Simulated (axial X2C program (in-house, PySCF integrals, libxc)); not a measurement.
Which molecule has these constants?

Calculated with an in-house all-electron X2C program for linear molecules (integrals from PySCF), spin-free (one-electron X2C) or two-component (2c: spin–orbit coupling with atomic mean-field Coulomb and Gaunt terms, which also bring small scalar terms), in Dyall basis sets with cores contracted in-house; open shells are unrestricted.

A two-component PBE0 calculation in a Dyall 3-zeta basis gave Re = 2.528 Å, ωe = 298.5 cm⁻¹, De = 0.57 eV, dipole magnitude 0.25 D, Ω = 0.

**Question.** Which molecule is it?
A. BeGe
B. BePb
C. BeC
D. BeSn

**Answer.** B. The others have BeC 1.665 Å and 930.7 cm⁻¹ (Ω = 1); BeGe 2.161 Å and 507.9 cm⁻¹ (Ω = 1); BeSn 2.353 Å and 442.3 cm⁻¹ (Ω = 1).

Each entry is the lowest single determinant of a limited PBE0 search at one distance. De goes to single-determinant-based atoms at the same level (for ions the charge split of lowest energy) and is withheld (n/a) where an atom does not fit its ground term or J level. Main or longest-lived isotopes. One determinant is a doubtful description, or other states lie close, for BePb, BeC, BeGe, BeSn; these need not be ground states, and all values refer to the states named. Some open-shell Ω = 0 determinants are out of reach, so the Ω given for BeC, BeGe, BeSn need not be the lowest component. With several unpaired electrons the Ω given is that of one determinant, not necessarily of the lowest component. Some light 2c atoms are not at their ground J level, so De misses part of their lowering (0.04 eV or less). The functionals have no current term, which raises determinants with orbital currents.
